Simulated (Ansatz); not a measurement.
Species: C2H7OSi (charge 0, doublet). It need not be the lowest isomer of its formula. 
Structure (B3LYP-D3(BJ)/def2-TZVP (Ansatz, a quantum-chemistry and plane-wave program) minimum search):
```
Si
O 1 1.6676
H 2 0.9606 1 117.69
C 1 1.8753 2 104.86 3 177.51
H 4 1.0905 1 111.23 2 60.02
H 4 1.0915 5 108.36 1 -122.08
H 4 1.0947 5 108.17 6 -117.32
C 1 1.8865 2 110.61 3 57.81
H 8 1.0914 1 111.91 2 -62.07
H 8 1.0920 9 107.81 1 121.79
H 8 1.0950 9 108.25 10 117.01
```
Charge 0, spin multiplicity 2.

Dipole moments at this geometry, in debye (magnitudes).

| level | program | dipole (D) |
|---|---|---|
| SVWN5/def2-TZVPD | Ansatz | 1.14 |
| revPBE/def2-TZVPD | Ansatz | 1.08 |
| r2SCAN/def2-TZVPD | Ansatz | 1.12 |
| B97M-V/def2-TZVPD | Ansatz | 1.08 |
| B3LYP/def2-TZVPD | Ansatz | 1.13 |
| PBE0/def2-TZVPD | Ansatz | 1.14 |
| BHLYP/def2-TZVPD | Ansatz | (withheld) |
| r2SCANh/def2-TZVPD | Ansatz | 1.13 |
| r2SCAN0/def2-TZVPD | Ansatz | 1.15 |
| CAM-B3LYP/def2-TZVPD | Ansatz | 1.17 |
| wB97M-V/def2-TZVPD | Ansatz | 1.14 |
| wB97X-V/def2-TZVPD | Ansatz | 1.16 |
| CCSD(T)/aug-cc-pV(D+d)Z | Ansatz | (withheld) |

Task: What belongs in the gaps?

Result: 
- BHLYP/def2-TZVPD, dipole (D): 1.18
- CCSD(T)/aug-cc-pV(D+d)Z, dipole (D): 1.11
